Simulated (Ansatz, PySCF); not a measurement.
This Ansatz (a quantum-chemistry and plane-wave program) input computes a PBE/def2-TZVPD energy:

Ansatz 0.2 input:
```yaml
crystal:
  periodic: [false, false, false]
  atoms:
    - {symbol: C, position_ang: [2.32003156, -0.21338363, 0.15870825]}
    - {symbol: C, position_ang: [0.97293156, -0.28716560, 0.14835701]}
    - {symbol: C, position_ang: [0.04644238, 0.73158387, -0.30132222]}
    - {symbol: C, position_ang: [-1.31808495, 0.71461345, -0.33571114]}
    - {symbol: C, position_ang: [-2.02881568, -0.52945280, 0.15751773]}
    - {symbol: H, position_ang: [2.93969569, -1.02943903, 0.51520037]}
    - {symbol: H, position_ang: [2.83639264, 0.67598779, -0.19364562]}
    - {symbol: H, position_ang: [0.53479063, -1.21220202, 0.51784304]}
    - {symbol: H, position_ang: [0.55952661, 1.63510270, -0.65962978]}
    - {symbol: H, position_ang: [-2.72121107, -0.25516495, 0.96475008]}
    - {symbol: H, position_ang: [-2.67244515, -0.92009068, -0.64211496]}
    - {symbol: H, position_ang: [-1.43177855, -1.39136554, 0.53229906]}
basis:
  gaussian:
    orbitals: def2-TZVPD
hamiltonian:
  xc: {name: PBE}
total_charge: -1
output: {forces: true}
```

Problem. Write an input for the same energy in PySCF and say what it gives.

Solution. 
```python
from pyscf import gto, scf, dft

mol = gto.M(
    atom='''
    C     2.32003156   -0.21338363    0.15870825
    C     0.97293156   -0.28716560    0.14835701
    C     0.04644238    0.73158387   -0.30132222
    C    -1.31808495    0.71461345   -0.33571114
    C    -2.02881568   -0.52945280    0.15751773
    H     2.93969569   -1.02943903    0.51520037
    H     2.83639264    0.67598779   -0.19364562
    H     0.53479063   -1.21220202    0.51784304
    H     0.55952661    1.63510270   -0.65962978
    H    -2.72121107   -0.25516495    0.96475008
    H    -2.67244515   -0.92009068   -0.64211496
    H    -1.43177855   -1.39136554    0.53229906
    ''',
    basis='def2-tzvpd',
    charge=-1,
    spin=0,
    verbose=4,
)

mf = dft.RKS(mol, xc='pbe').density_fit(auxbasis='def2-universal-jkfit')
mf.grids.level = 3
mf.conv_tol = 1e-9
mf.max_cycle = 100
mf.max_memory = 1500
mf.kernel()
if not mf.converged:
    mf = mf.newton()
    mf.kernel(mf.make_rdm1())
mf.analyze()
```
It gives -194.45603 Eh, and Ansatz -194.45592 Eh, a difference of 0.11 mEh, from the treatment of integrals and grids.

It need not be the lowest isomer of its formula. Whether it binds its extra electron was not tested at this geometry.
